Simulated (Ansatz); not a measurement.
Reaction (formal exchange of groups at a C–C bond): `CCCC(C)CC` + `C#CCC` → `CCC#CCCC` + `CCCC`

Computed with Ansatz on PBE0-D4/def2-TZVP structures; ΔE is electronic, products minus reactants. CCSD(T)/CBS adds triple-zeta CCSD(T) − MP2 to the extrapolated MP2 energy (def2 sets, frozen cores). DFT in def2-TZVPP. B3LYP here is the variant with VWN-RPA as its local correlation; programs differ in this. HSE06 is defined as in plane-wave codes. Each species was taken in one conformer, which may not be the lowest.

`CCCC(C)CC`:

Cartesian coordinates in Å:
```
C -0.377 0.266 -3.296
C -0.488 0.726 -1.852
C 0.108 -0.274 -0.875
C 0.125 0.168 0.586
C -1.281 0.369 1.133
C 0.921 -0.832 1.423
C 1.163 -0.410 2.863
H 0.668 0.115 -3.583
H -0.898 -0.684 -3.447
H -0.809 0.994 -3.986
H 0.020 1.691 -1.734
H -1.541 0.905 -1.612
H 1.138 -0.492 -1.185
H -0.435 -1.226 -0.952
H 0.652 1.133 0.635
H -1.837 1.112 0.557
H -1.843 -0.570 1.098
H -1.267 0.710 2.170
H 0.401 -1.798 1.405
H 1.886 -1.000 0.934
H 0.234 -0.335 3.431
H 1.802 -1.130 3.379
H 1.659 0.564 2.908
```

`C#CCC`:

Cartesian coordinates in Å:
```
C -1.775 1.300 -0.629
C -0.900 0.746 -0.023
C 0.168 0.061 0.686
C 0.972 -0.875 -0.212
H -2.554 1.795 -1.160
H 0.831 0.809 1.134
H -0.265 -0.502 1.520
H 1.761 -1.367 0.360
H 0.329 -1.644 -0.644
H 1.433 -0.323 -1.033
```

`CCC#CCCC`:

Cartesian coordinates in Å:
```
C -1.972 -2.208 -0.371
C -2.219 -0.868 -1.058
C -1.185 0.114 -0.767
C -0.321 0.910 -0.509
C 0.745 1.849 -0.196
C 2.051 1.164 0.213
C 1.917 0.332 1.475
H -1.940 -2.086 0.713
H -2.767 -2.917 -0.614
H -1.020 -2.637 -0.688
H -3.191 -0.468 -0.750
H -2.281 -1.014 -2.142
H 0.924 2.491 -1.065
H 0.415 2.512 0.613
H 2.813 1.937 0.353
H 2.391 0.533 -0.614
H 1.165 -0.450 1.347
H 1.611 0.952 2.323
H 2.863 -0.147 1.736
```

`CCCC`:

Cartesian coordinates in Å:
```
C -1.315 -1.361 -0.456
C 0.005 -0.610 -0.453
C -0.005 0.611 0.452
C 1.315 1.361 0.457
H -2.133 -0.719 -0.796
H -1.282 -2.232 -1.114
H -1.570 -1.713 0.548
H 0.254 -0.297 -1.474
H 0.812 -1.283 -0.140
H -0.256 0.298 1.473
H -0.811 1.284 0.138
H 1.573 1.710 -0.547
H 2.131 0.718 0.800
H 1.282 2.233 1.114
```

```csv
level,ΔE (kJ/mol),difference from CCSD(T)/CBS
LDA (SPW92),-22.0,-6.0
PBE-D4,-27.0,-11.0
BLYP-D4,-25.1,-9.1
r2SCAN-D4,-24.7,-8.7
B97M-V,-23.4,-7.4
PBE0-D4,-26.3,-10.3
B3LYP-D4,-25.5,-9.5
r2SCANh-D4,-24.6,-8.6
r2SCAN0-D4,-24.6,-8.6
HSE06-D4,-26.9,-10.9
BHLYP-D4,-25.0,-9.0
ωB97X-V,-20.9,-4.9
ωB97M-V,-18.9,-2.9
B2PLYP,-26.4,-10.4
PBE-QIDH,-24.2,-8.2
PBE,-31.7,-15.7
revPBE,-37.0,-21.0
BLYP,-34.9,-18.9
r2SCAN,-26.0,-10.0
PBE0,-30.4,-14.4
B3LYP,-32.7,-16.7
r2SCANh,-26.0,-10.0
r2SCAN0,-26.1,-10.1
BHLYP,-30.0,-14.0
CAM-B3LYP,-27.6,-11.6
LC-ωPBE,-27.1,-11.1
RPA@PBE/def2-TZVPP,-15.7,0.3
HF/def2-SVP,-34.9,-18.9
MP2/def2-SVP,-21.1,-5.1
CCSD/def2-SVP,-21.0,-5.0
CCSD(T)/def2-SVP,-19.6,-3.6
HF/def2-TZVPP,-32.7,-16.7
SCS-MP2/def2-TZVPP,-20.5,-4.5
CCSD/def2-TZVPP,-18.4,-2.4
CCSD(T)/def2-TZVPP,-16.5,-0.5
HF/def2-QZVPP,-32.6,-16.6
MP2/def2-QZVPP,-18.0,-2.0
SCS-MP2/def2-QZVPP,-20.2,-4.2
HF/CBS(def2),-32.6,-16.6
MP2/CBS(def2),-17.8,-1.8
CCSD(T)/CBS,-16.0,0
```

Largest T1 diagnostic among the species: 0.011.

Leaving LDA and LC-ωPBE aside and taking each functional with its dispersion term where it has one, the values spread over 8.1 kJ/mol, from PBE-D4 to ωB97M-V. LDA lies +9.6 kJ/mol from PBE without D4. From BLYP to BHLYP (50 % exact exchange), in def2-TZVPP and without D4, ΔE moves by +4.9 kJ/mol. At CCSD(T), def2-SVP lies −3.6 kJ/mol from the extrapolated value and def2-TZVPP −0.5 kJ/mol.
